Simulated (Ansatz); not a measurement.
Ga9As9H24, a nanocrystal cut from wurtzite GaAs (hydrogen-capped). Total charge 0; triplet. Geometry PBE-D4/def2-SVP, that of the neutral singlet; atoms count from 1.

Cartesian coordinates in Å:
```
Ga -2.149 -4.002 -2.098
As -1.091 -4.503 0.175
As -1.515 -1.584 -2.090
Ga -2.688 -0.282 -0.349
Ga 0.095 -2.816 1.578
As -1.530 -0.957 1.768
As -2.096 2.103 -0.597
Ga -3.349 3.588 0.977
Ga -0.485 0.871 3.071
As -2.216 2.669 3.076
Ga 0.923 -1.226 -2.253
As 1.756 -1.817 0.036
As 1.369 1.197 -2.422
Ga 0.318 2.617 -0.696
Ga 2.979 -0.036 1.245
As 1.205 1.679 1.453
Ga 3.785 1.726 -2.781
As 4.523 0.901 -0.477
H -3.701 -4.167 -1.874
H -1.274 -4.798 -3.141
H -2.105 -5.160 1.107
H -0.139 -5.691 0.077
H -2.053 -1.004 -3.398
H -4.238 -0.564 -0.256
H 0.664 -3.378 2.936
H -2.620 -1.502 2.688
H -2.597 2.455 -1.997
H -4.853 3.129 1.089
H -2.841 5.076 0.854
H 0.055 0.481 4.499
H -3.256 2.226 4.101
H -1.617 3.802 3.905
H 1.640 -2.101 -3.354
H 2.794 -2.918 -0.165
H 0.653 1.606 -3.709
H 0.654 4.154 -0.819
H 3.683 -0.468 2.587
H 1.887 2.843 2.169
H 4.427 0.712 -3.805
H 4.019 3.285 -2.752
H 5.650 -0.120 -0.605
H 5.333 1.974 0.246
```

Single mean-field runs in def2-TZVP are fitted with def2-universal-jkfit. At PBE0-D4/def2-TZVP a singlet of charge 0 lies 4.45 eV below the triplet at the same geometry.

(1) Estimate the Mulliken populations of the heavy atoms from the PBE0/def2-TZVP orbitals of Ansatz.

(2) Where does the spin sit?

(3) And the Mayer bond orders between heavy atoms (over 0.3)?

Answers

(1) 
```tsv
atom	charge (e)	spin (α − β)
Ga1	0.19	0.04
As2	-0.26	0.01
As3	-0.33	0.07
Ga4	0.29	0.04
Ga5	0.32	0.03
As6	-0.37	0.05
As7	-0.28	0.24
Ga8	0.15	0.16
Ga9	0.30	0.07
As10	-0.25	0.05
Ga11	0.29	0.04
As12	-0.37	0.05
As13	-0.28	0.24
Ga14	0.25	0.15
Ga15	0.30	0.07
As16	-0.37	0.17
Ga17	0.15	0.16
As18	-0.25	0.05
```
Mulliken values depend strongly on the basis.

(2) Summed by element: Ga 0.75, As 0.95, H 0.30, of 2 unpaired in all. Largest on single atoms: As7 0.24, As13 0.24, As16 0.17.

(3) Ga1–As2 0.62 (2.56 Å); Ga1–As3 0.69 (2.50 Å); As2–Ga5 0.69 (2.50 Å); As3–Ga4 0.74 (2.47 Å); As3–Ga11 0.74 (2.47 Å); Ga4–As6 0.72 (2.51 Å); Ga4–As7 0.74 (2.47 Å); Ga5–As6 0.74 (2.48 Å); Ga5–As12 0.74 (2.48 Å); As6–Ga9 0.74 (2.48 Å); As7–Ga8 0.59 (2.50 Å); As7–Ga14 0.68 (2.47 Å); Ga8–As10 0.65 (2.56 Å); Ga9–As10 0.64 (2.50 Å); Ga9–As16 0.70 (2.48 Å); Ga11–As12 0.72 (2.51 Å); Ga11–As13 0.74 (2.47 Å); As12–Ga15 0.74 (2.48 Å); As13–Ga14 0.68 (2.47 Å); As13–Ga17 0.59 (2.50 Å); Ga14–As16 0.78 (2.51 Å); Ga15–As16 0.70 (2.48 Å); Ga15–As18 0.64 (2.50 Å); Ga17–As18 0.65 (2.56 Å).
